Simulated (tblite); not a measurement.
Species: C₂H₁₀OSi₂.
Atom-mapped SMILES: `[CH3:1][O:2][CH2:3][SiH2:4][SiH3:5]` (hydrogens: H6, H7, H8 on C1; H9, H10 on C3; H11, H12 on Si4; H13, H14, H15 on Si5)

Computed with GFN2-xTB (tblite), gas phase: Langevin dynamics at 300 K from the optimised GFN2-xTB geometry, time step 0.5 fs, friction 0.01 fs⁻¹, 2000 steps.

Start geometry:
```
atom  x, y, z in Å
C1     -1.901    1.440   -0.154
O2     -0.932    0.434   -0.262
C3     -0.592   -0.170    0.973
Si4     0.749   -1.441    0.494
Si5     2.093   -0.393   -1.063
H6     -2.836    1.046    0.265
H7     -1.550    2.260    0.485
H8     -2.084    1.815   -1.160
H9     -1.481   -0.621    1.432
H10    -0.223    0.590    1.676
H11     1.388   -1.863    1.752
H12     0.044   -2.635    0.004
H13     3.243   -1.239   -1.409
H14     2.661    0.865   -0.560
H15     1.416   -0.080   -2.322
```

The statistics below take the 31 frames saved every 25 fs from 250 to 1000 fs; their kinetic temperature (all 3N coordinates) averages 289 K.

Question: How do the bond lengths spread?

Answer: 
| bond | start (Å) | mean (Å) | standard deviation (Å) | shortest (Å) | longest (Å) |
| --- | --- | --- | --- | --- | --- |
| C1–O2 | 1.401 | 1.410 | 0.036 | 1.343 | 1.482 |
| O2–C3 | 1.416 | 1.418 | 0.033 | 1.322 | 1.503 |
| C3–Si4 | 1.909 | 1.919 | 0.038 | 1.861 | 2.011 |
| Si4–Si5 | 2.309 | 2.325 | 0.049 | 2.249 | 2.450 |
| C1–H6 | 1.098 | 1.100 | 0.028 | 1.049 | 1.159 |
| C1–H7 | 1.098 | 1.106 | 0.022 | 1.052 | 1.146 |
| C1–H8 | 1.089 | 1.092 | 0.040 | 1.016 | 1.203 |
| C3–H9 | 1.098 | 1.097 | 0.029 | 1.032 | 1.165 |
| C3–H10 | 1.099 | 1.103 | 0.026 | 1.051 | 1.172 |
| Si4–H11 | 1.473 | 1.479 | 0.034 | 1.416 | 1.560 |
| Si4–H12 | 1.470 | 1.477 | 0.028 | 1.430 | 1.526 |
| Si5–H13 | 1.469 | 1.477 | 0.038 | 1.418 | 1.569 |
| Si5–H14 | 1.469 | 1.475 | 0.032 | 1.422 | 1.534 |
| Si5–H15 | 1.463 | 1.466 | 0.021 | 1.431 | 1.507 |

Question: Give the same statistics for bond angles, one of each kind.

Answer: 
| angle | start (°) | mean (°) | standard deviation (°) | smallest (°) | largest (°) |
| --- | --- | --- | --- | --- | --- |
| O2–C1–H6 | 111.2 | 109.8 | 3.8 | 100.2 | 118.7 |
| O2–C1–H8 | 107.0 | 105.4 | 5.0 | 95.7 | 116.3 |
| H6–C1–H7 | 108.5 | 109.1 | 4.1 | 99.4 | 117.0 |
| C1–O2–C3 | 113.9 | 114.0 | 3.7 | 107.4 | 122.1 |
| O2–C3–Si4 | 103.5 | 105.1 | 4.5 | 94.5 | 117.1 |
| O2–C3–H9 | 110.2 | 110.8 | 3.7 | 104.4 | 117.9 |
| Si4–C3–H9 | 113.6 | 111.8 | 3.8 | 104.5 | 120.0 |
| H9–C3–H10 | 106.8 | 106.5 | 4.8 | 98.4 | 115.6 |
| C3–Si4–Si5 | 106.0 | 110.0 | 6.4 | 101.0 | 122.2 |
| C3–Si4–H11 | 106.3 | 105.3 | 6.2 | 95.0 | 122.7 |
| C3–Si4–H12 | 106.7 | 106.3 | 6.6 | 91.5 | 119.5 |
| Si5–Si4–H11 | 117.0 | 114.4 | 7.7 | 100.8 | 130.9 |
| Si5–Si4–H12 | 115.0 | 114.1 | 7.9 | 97.9 | 127.1 |
| H11–Si4–H12 | 105.1 | 104.9 | 3.6 | 95.8 | 111.5 |

Question: How far does each atom move about its mean position (frames aligned on the start, all atoms weighted alike), and what rms force does it feel?

Answer: 
| atom | rms displacement (Å) | rms force (eV/Å) |
| --- | --- | --- |
| C1 | 0.20 | 1.75 |
| O2 | 0.21 | 1.49 |
| C3 | 0.17 | 1.61 |
| Si4 | 0.20 | 1.34 |
| Si5 | 0.20 | 1.13 |
| H6 | 0.34 | 0.96 |
| H7 | 0.35 | 0.87 |
| H8 | 0.42 | 1.45 |
| H9 | 0.24 | 0.98 |
| H10 | 0.31 | 0.83 |
| H11 | 0.37 | 0.59 |
| H12 | 0.40 | 0.52 |
| H13 | 1.18 | 0.61 |
| H14 | 1.18 | 0.57 |
| H15 | 1.29 | 0.46 |

The displacements run from 0.17 to 1.29 Å, the largest at H15.

Question: Follow the torsions C1–O2–C3–Si4 and O2–C3–Si4–Si5 through every second one of these frames.

Answer: 
```csv
t (fs),C1–O2–C3–Si4 (°),O2–C3–Si4–Si5 (°)
250,-177,52
300,178,45
350,172,34
400,164,43
450,158,59
500,170,70
550,-171,55
600,-174,45
650,-173,40
700,-169,43
750,-167,34
800,-169,31
850,-169,35
900,-174,36
950,-172,60
1000,167,76
```

Largest departure from the start value over all these frames: C1–O2–C3–Si4 24° (start -179°), O2–C3–Si4–Si5 35° (start 41°).

Question: How widely does the potential energy scatter, against a harmonic estimate?

Answer: Mean 0.47 eV above the start, standard deviation 0.091 eV, range 0.30 to 0.67 eV. For 39 classical harmonic modes at 300 K the canonical values are 39kT/2 = 0.50 eV and kT·√(39/2) = 0.114 eV.

The run is classical and short, so these are rough statistics of one trajectory.

The cost below is that of the whole dynamics run. Time: 20 s wall; peak memory 0.19 GiB. Hardware: an Intel Xeon Platinum 8375C at 2.90 GHz with one thread, shared host with 128 logical CPUs at a one-minute load of 115.
